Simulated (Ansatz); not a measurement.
Isolated molecules relaxed with PBE0-D4/def2-TZVP in Ansatz; ΔE leaves out vibrations. CCSD(T)/CBS is the MP2 limit (def2-TZVPP, def2-QZVPP) plus CCSD(T) − MP2 in def2-TZVPP, frozen cores. DFT in def2-TZVPP. B3LYP here is the variant with VWN-RPA as its local correlation; programs differ in this. HSE06 is defined as in plane-wave codes. Each species was taken in one conformer, which may not be the lowest.

Reaction (formal exchange of groups at the Al–C bond): `[CH3][AlH][BH]O` + `NCCN` → `O[BH][AlH2]` + `CC(N)CN`

```csv
level,ΔE (kJ/mol),difference from CCSD(T)/CBS
LDA (SPW92),18.0,-6.0
PBE-D4,26.1,2.1
revPBE-D4,20.8,-3.2
BLYP-D4,25.2,1.2
r2SCAN-D4,26.4,2.4
B97M-V,14.5,-9.5
PBE0-D4,23.8,-0.2
B3LYP-D4,24.3,0.3
r2SCANh-D4,25.7,1.7
r2SCAN0-D4,24.4,0.4
BHLYP-D4,22.0,-2.0
ωB97X-V,20.5,-3.5
ωB97M-V,23.8,-0.2
B2PLYP,26.6,2.6
PBE-QIDH,22.5,-1.5
PBE,29.6,5.6
revPBE,33.9,9.9
BLYP,33.3,9.3
r2SCAN,27.3,3.3
PBE0,26.7,2.7
B3LYP,29.8,5.8
r2SCANh,26.6,2.6
r2SCAN0,25.5,1.5
HSE06,26.9,2.9
BHLYP,24.9,0.9
CAM-B3LYP,25.2,1.2
LC-ωPBE,25.6,1.6
HF/def2-SVP,10.3,-13.7
MP2/def2-SVP,4.9,-19.1
CCSD/def2-SVP,4.5,-19.5
CCSD(T)/def2-SVP,3.4,-20.6
MP2/def2-TZVPP,21.5,-2.5
SCS-MP2/def2-TZVPP,20.5,-3.5
CCSD/def2-TZVPP,21.0,-3.0
CCSD(T)/def2-TZVPP,21.0,-3.0
HF/def2-QZVPP,21.0,-3.0
SCS-MP2/def2-QZVPP,22.6,-1.4
HF/CBS(def2),21.1,-2.9
MP2/CBS(def2),24.6,0.6
CCSD/CBS(def2),24.0,0.0
CCSD(T)/CBS,24.0,0
```

Largest T1 diagnostic among the species: 0.014.

Leaving LDA and LC-ωPBE aside and taking each functional with its dispersion term where it has one, the values spread over 12.1 kJ/mol, from B97M-V to B2PLYP. LDA lies −11.7 kJ/mol from PBE without D4. At CCSD(T), def2-SVP lies −20.6 kJ/mol from the extrapolated value and def2-TZVPP −3.0 kJ/mol. The D4 term adds −5.5 kJ/mol with B3LYP and −2.9 kJ/mol with PBE0; it sums over pairs of atoms, weighted by their polarisabilities, and B3LYP, whose exchange is more repulsive, gets the larger term.
